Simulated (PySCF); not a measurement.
A geometry optimisation, step by step.

C7H6F3N.
Bonds: C1–N2, N2–C3, N2–C4, C4–C5 (triple), C5–C6, C6–C7 (triple), C7–C8, C8–F9, C8–F10, C8–F11. Hydrogens: H12, H13, H14 on C1; H15, H16, H17 on C3.

Method: PBE0-D3(BJ)/def2-SVP geometry optimisation, gas phase in PySCF; density fitting, grid level 2; the optimiser is geomeTRIC in internal coordinates, started from a GFN2-xTB structure. 6 of its 12 geometries are shown. The frame can shift and turn from step to step; on so coarse a grid that alone can change the energy by a few meV, and forces under 0.02 eV/Å are noise.

Step 0: E = -16963.1061 eV, largest atomic force 1.547 eV/Å
```
atom  x, y, z in Å  |  force x, y, z in eV/Å
C1     -2.571    0.829   -1.031    0.016  -0.126   0.023
N2     -1.927   -0.176   -0.218   -0.162   0.168   0.151
C3     -2.774   -0.901    0.699    0.031   0.018  -0.123
C4     -0.641   -0.083    0.026   -0.617  -0.194  -0.263
C5      0.563   -0.057    0.196    0.137   0.064   0.085
C6      1.890   -0.011    0.399    0.105   0.021   0.015
C7      3.087    0.032    0.581    0.530   0.012   0.114
C8      4.510    0.087    0.808    1.531   0.068   0.214
F9      5.224   -0.490   -0.182   -0.438   0.132   0.216
F10     4.972    1.351    0.906   -0.373  -0.328  -0.071
F11     4.872   -0.538    1.945   -0.370   0.132  -0.331
H12    -1.845    1.273   -1.710    0.188   0.113  -0.210
H13    -3.364    0.358   -1.616   -0.244  -0.075  -0.210
H14    -3.013    1.623   -0.417   -0.115   0.224   0.160
H15    -3.570   -1.392    0.137   -0.255  -0.180  -0.115
H16    -2.189   -1.657    1.219    0.150  -0.229   0.134
H17    -3.231   -0.235    1.440   -0.116   0.181   0.212
```

Step 2: E = -16963.1571 eV, largest atomic force 0.317 eV/Å
```
atom  x, y, z in Å  |  force x, y, z in eV/Å
C1     -2.579    0.903   -1.033   -0.049  -0.020  -0.007
N2     -1.950   -0.093   -0.190    0.096   0.019   0.044
C3     -2.798   -0.844    0.713   -0.049   0.009  -0.032
C4     -0.651   -0.038    0.029   -0.024   0.054   0.044
C5      0.558    0.011    0.235    0.046  -0.081  -0.060
C6      1.906    0.017    0.425   -0.040   0.111   0.045
C7      3.111    0.048    0.613    0.152  -0.205  -0.033
C8      4.560   -0.053    0.783    0.031  -0.030   0.004
F9      5.163   -0.570   -0.295   -0.124  -0.068   0.039
F10     5.119    1.134    1.000    0.037   0.315   0.010
F11     4.873   -0.826    1.828   -0.091  -0.092  -0.052
H12    -1.839    1.321   -1.726    0.004  -0.007   0.005
H13    -3.386    0.437   -1.621   -0.001  -0.002   0.004
H14    -3.012    1.727   -0.436    0.004   0.001  -0.003
H15    -3.604   -1.335    0.145   -0.001   0.000   0.001
H16    -2.206   -1.616    1.219    0.004  -0.001  -0.007
H17    -3.257   -0.192    1.479    0.007  -0.002  -0.002
```

Step 4: E = -16963.1642 eV, largest atomic force 0.131 eV/Å
```
atom  x, y, z in Å  |  force x, y, z in eV/Å
C1     -2.561    0.911   -1.021   -0.042  -0.027   0.028
N2     -1.951   -0.086   -0.165    0.050   0.027   0.025
C3     -2.816   -0.841    0.719   -0.026   0.014  -0.046
C4     -0.653   -0.052    0.057    0.037   0.004   0.011
C5      0.559   -0.029    0.249   -0.018  -0.048  -0.035
C6      1.907   -0.026    0.432    0.029   0.092   0.041
C7      3.114    0.001    0.603   -0.084  -0.076  -0.038
C8      4.562   -0.043    0.761    0.033   0.068   0.025
F9      5.163   -0.564   -0.313    0.029   0.024  -0.016
F10     5.076    1.180    0.947   -0.010  -0.130  -0.011
F11     4.906   -0.793    1.811    0.016   0.051   0.013
H12    -1.808    1.316   -1.708    0.003  -0.010   0.003
H13    -3.367    0.449   -1.614   -0.007   0.002  -0.005
H14    -2.990    1.744   -0.435   -0.003   0.001  -0.004
H15    -3.621   -1.315    0.135   -0.008   0.000   0.006
H16    -2.237   -1.627    1.218    0.004   0.007  -0.004
H17    -3.276   -0.195    1.490   -0.004   0.001   0.006
```

Step 7: E = -16963.1673 eV, largest atomic force 0.042 eV/Å
```
atom  x, y, z in Å  |  force x, y, z in eV/Å
C1     -2.580    0.931   -0.997   -0.001   0.004   0.002
N2     -1.954   -0.055   -0.142    0.005   0.001   0.004
C3     -2.811   -0.821    0.739   -0.005   0.000   0.006
C4     -0.650   -0.037    0.050   -0.004  -0.010  -0.014
C5      0.566   -0.039    0.213    0.008   0.016   0.010
C6      1.915   -0.043    0.393   -0.014  -0.023   0.001
C7      3.123   -0.054    0.557    0.037   0.017  -0.008
C8      4.571   -0.075    0.738   -0.018  -0.018  -0.006
F9      5.197   -0.617   -0.311   -0.006  -0.015  -0.007
F10     5.068    1.155    0.897   -0.001   0.029   0.003
F11     4.910   -0.787    1.815   -0.006  -0.009   0.009
H12    -1.839    1.334   -1.698    0.001   0.002   0.002
H13    -3.391    0.461   -1.575    0.002   0.001   0.000
H14    -3.006    1.767   -0.413    0.000   0.000   0.001
H15    -3.623   -1.285    0.157    0.001   0.000   0.000
H16    -2.227   -1.616    1.220    0.000   0.003   0.001
H17    -3.261   -0.188    1.525    0.001   0.003  -0.003
```

Step 9: E = -16963.1675 eV, largest atomic force 0.028 eV/Å
```
atom  x, y, z in Å  |  force x, y, z in eV/Å
C1     -2.584    0.945   -0.989   -0.006   0.005   0.005
N2     -1.954   -0.043   -0.138    0.007  -0.002  -0.002
C3     -2.808   -0.809    0.747   -0.005   0.005  -0.002
C4     -0.650   -0.030    0.045    0.003  -0.006  -0.004
C5      0.567   -0.037    0.202   -0.001   0.011   0.006
C6      1.916   -0.049    0.379    0.005  -0.021   0.001
C7      3.125   -0.068    0.540   -0.007   0.011  -0.006
C8      4.571   -0.099    0.729   -0.006  -0.028  -0.002
F9      5.199   -0.654   -0.313   -0.005   0.004   0.016
F10     5.075    1.128    0.883    0.012   0.014  -0.005
F11     4.898   -0.807    1.814    0.001   0.001  -0.010
H12    -1.844    1.349   -1.692    0.002   0.001   0.002
H13    -3.397    0.476   -1.566    0.001   0.000  -0.001
H14    -3.007    1.780   -0.402   -0.001   0.000   0.000
H15    -3.623   -1.273    0.169    0.000   0.000   0.001
H16    -2.222   -1.603    1.226    0.001   0.003   0.001
H17    -3.255   -0.174    1.534   -0.001   0.002   0.000
```

Step 11: E = -16963.1676 eV, largest atomic force under 0.02 eV/Å
```
atom  x, y, z in Å  |  force x, y, z in eV/Å
C1     -2.580    0.960   -0.983    0.002   0.004   0.004
N2     -1.955   -0.032   -0.133   -0.005   0.001  -0.003
C3     -2.812   -0.793    0.752    0.003   0.002  -0.002
C4     -0.650   -0.027    0.047    0.004  -0.001   0.001
C5      0.567   -0.039    0.203   -0.005  -0.002  -0.001
C6      1.917   -0.062    0.374    0.006   0.001  -0.001
C7      3.126   -0.084    0.530   -0.016  -0.002   0.003
C8      4.572   -0.126    0.718    0.013  -0.001   0.001
F9      5.195   -0.690   -0.322    0.000   0.002   0.002
F10     5.086    1.099    0.867   -0.001  -0.014  -0.004
F11     4.894   -0.832    1.805    0.000   0.005  -0.004
H12    -1.840    1.365   -1.683    0.001   0.001   0.001
H13    -3.395    0.496   -1.561    0.001   0.001  -0.001
H14    -3.002    1.794   -0.393   -0.001   0.000   0.000
H15    -3.628   -1.255    0.174    0.000   0.000   0.001
H16    -2.230   -1.589    1.233    0.000   0.002   0.002
H17    -3.257   -0.155    1.537   -0.002   0.002   0.001
```

Question: Summarise the path.

Answer: The energy falls by 5.94 kJ/mol from step 0 to step 11; nine tenths of that is first reached at step 3. It falls at every step. The largest force goes from 1.547 to under 0.02 eV/Å. Among the bonds C5–C6 changes most (a near tie, within 0.001 Å, with another), from 1.343 to 1.360 Å; the atoms move by 0.050 Å rms after alignment.

Question: Follow the three bonds and two angles with the largest change from start to end.

Answer: 
```json
{"step": "0", "E above end (kJ/mol)": "5.94", "largest force (eV/Å)": "1.547", "C5–C6 (Å)": "1.343", "C7–C8 (Å)": "1.441", "C8–F9 (Å)": "1.350", "N2–C4–C5 (°)": "176.1", "C7–C8–F11 (°)": "112.4"}
{"step": "1", "E above end (kJ/mol)": "1.98", "largest force (eV/Å)": "0.686", "C5–C6 (Å)": "1.361", "C7–C8 (Å)": "1.462", "C8–F9 (Å)": "1.338", "N2–C4–C5 (°)": "179.4", "C7–C8–F11 (°)": "109.8"}
{"step": "2", "E above end (kJ/mol)": "1.01", "largest force (eV/Å)": "0.317", "C5–C6 (Å)": "1.361", "C7–C8 (Å)": "1.463", "C8–F9 (Å)": "1.339", "N2–C4–C5 (°)": "179.9", "C7–C8–F11 (°)": "111.3"}
{"step": "3", "E above end (kJ/mol)": "0.52", "largest force (eV/Å)": "0.166", "C5–C6 (Å)": "1.361", "C7–C8 (Å)": "1.460", "C8–F9 (Å)": "1.338", "N2–C4–C5 (°)": "179.6", "C7–C8–F11 (°)": "111.1"}
{"step": "4", "E above end (kJ/mol)": "0.32", "largest force (eV/Å)": "0.131", "C5–C6 (Å)": "1.360", "C7–C8 (Å)": "1.457", "C8–F9 (Å)": "1.337", "N2–C4–C5 (°)": "179.2", "C7–C8–F11 (°)": "111.0"}
{"step": "5", "E above end (kJ/mol)": "0.17", "largest force (eV/Å)": "0.130", "C5–C6 (Å)": "1.360", "C7–C8 (Å)": "1.457", "C8–F9 (Å)": "1.336", "N2–C4–C5 (°)": "178.9", "C7–C8–F11 (°)": "111.0"}
{"step": "6", "E above end (kJ/mol)": "0.07", "largest force (eV/Å)": "0.069", "C5–C6 (Å)": "1.360", "C7–C8 (Å)": "1.458", "C8–F9 (Å)": "1.336", "N2–C4–C5 (°)": "178.8", "C7–C8–F11 (°)": "111.0"}
{"step": "7", "E above end (kJ/mol)": "0.02", "largest force (eV/Å)": "0.042", "C5–C6 (Å)": "1.361", "C7–C8 (Å)": "1.460", "C8–F9 (Å)": "1.337", "N2–C4–C5 (°)": "178.8", "C7–C8–F11 (°)": "111.0"}
{"step": "8", "E above end (kJ/mol)": "0.02", "largest force (eV/Å)": "0.039", "C5–C6 (Å)": "1.361", "C7–C8 (Å)": "1.459", "C8–F9 (Å)": "1.337", "N2–C4–C5 (°)": "178.9", "C7–C8–F11 (°)": "111.0"}
{"step": "9", "E above end (kJ/mol)": "0.01", "largest force (eV/Å)": "0.028", "C5–C6 (Å)": "1.361", "C7–C8 (Å)": "1.459", "C8–F9 (Å)": "1.337", "N2–C4–C5 (°)": "179.0", "C7–C8–F11 (°)": "111.0"}
{"step": "10", "E above end (kJ/mol)": "0.00", "largest force (eV/Å)": "0.023", "C5–C6 (Å)": "1.360", "C7–C8 (Å)": "1.458", "C8–F9 (Å)": "1.337", "N2–C4–C5 (°)": "179.0", "C7–C8–F11 (°)": "111.0"}
{"step": "11", "E above end (kJ/mol)": "0.00", "largest force (eV/Å)": "under 0.02", "C5–C6 (Å)": "1.360", "C7–C8 (Å)": "1.459", "C8–F9 (Å)": "1.337", "N2–C4–C5 (°)": "179.1", "C7–C8–F11 (°)": "111.0"}
```

What follows is the cost of the whole optimisation. Hardware: Arm Neoverse V1, one thread, shared host with 32 logical CPUs at a one-minute load of 9.5. Cost: 3.2 min, 0.85 GiB resident at most.
